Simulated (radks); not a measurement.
Problem. These are the eigenvalues of the occupied orbitals of an atom or ion with whole-number occupations (eV). Method: Dirac Kohn-Sham, PBE, spin-unpolarised, spherical densities, point nucleus; computed with a radial shooting solver on a logarithmic mesh with Libxc functionals.

1s1/2: -49209.87
2s1/2: -10125.80
2p1/2: -9751.993
2p3/2: -9139.654
3s1/2: -3814.241
3p1/2: -3671.006
3p3/2: -3521.682
3d3/2: -3308.388
3d5/2: -3273.243

Which element is it, and in what charge state? The configuration may be excited. Open shells, if any, are shared by 2j + 1.

Solution. Z = 62, samarium, charge +43: Sm43+ in [Ar] 3d1. The list shows which subshells hold electrons but not how many an open one holds; the 1s level, -1808.4 hartree, gives Z - s = 60.1 by -(Z - s)^2/2, which with screening and relativity narrows Z to a few neighbours, and the depths of the outer levels then fix element, charge and occupations together.
